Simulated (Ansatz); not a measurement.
`N=CC(F)F` + `NBCl` → `N=CNBCl` + `FCF`  (substitution at a C–C bond)

Computed with Ansatz on PBE0-D4/def2-TZVP structures; ΔE is electronic, products minus reactants. CBS: MP2 limit from def2 TZ/QZ plus the TZ coupled-cluster correction, frozen cores. This one scheme is used for every species. Functionals use def2-TZVPP. HSE06 is defined as in plane-wave codes. Each species was taken in one conformer, which may not be the lowest.

| level | ΔE (kJ/mol) |
| --- | --- |
| LDA (SPW92) | 11.5 |
| PBE-D4 | 11.5 |
| HSE06-D4 | 13.1 |
| ωB97M-V | 20.9 |
| r2SCAN0 | 16.2 |
| LC-ωPBE | 20.7 |
| MP2/def2-SVP | 14.0 |
| HF/def2-QZVPP | 20.9 |

Question: What does CCSD(T)/CBS give? (An estimate is asked.)

Answer: The calculation gave: +20.4 kJ/mol. The listed levels differ from it by -8.9, -8.9, -7.3, 0.5, -4.2, 0.3, -6.4, 0.5 kJ/mol.

Largest T1 diagnostic among the species: 0.013.

Leaving LDA and LC-ωPBE aside and taking each functional with its dispersion term where it has one, the values, not all of them listed here, spread over 12.4 kJ/mol, from revPBE-D4 to ωB97M-V. The D4 term adds −4.3 kJ/mol with B3LYP and −2.4 kJ/mol with PBE0; it sums over pairs of atoms, weighted by their polarisabilities, and B3LYP, whose exchange is more repulsive, gets the larger term. At CCSD(T), def2-SVP lies −3.1 kJ/mol from the extrapolated value and def2-TZVPP −0.7 kJ/mol.

B3LYP here is the variant with VWN-RPA as its local correlation; programs differ in this.
